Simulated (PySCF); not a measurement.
Level of theory: ωB97X-D3(BJ)/def2-TZVP // PBE0-D3(BJ)/def2-TZVP in PySCF. All species are isolated molecules in the gas phase. Excitations are Tamm–Dancoff values on a coarser integration grid. The basis has no diffuse functions, so Rydberg states are missing or too high.

Reference species (SMILES): `[H]/N=[SiH]\[SiH3]` (neutral, multiplicity 1).

```
Property              Result
-------------------  -------
HOMO–LUMO gap        9.69 eV
T1 excitation (TDA)  3.27 eV
```

Changed species: `N[SiH]=[SiH2]`.

Question: What does the change do to the HOMO–LUMO gap and T1 excitation (TDA)?

Answer: the HOMO–LUMO gap falls by 1.85 eV, to 7.84 eV; the T1 excitation (TDA) decreases by 1.38 eV, to 1.89 eV.
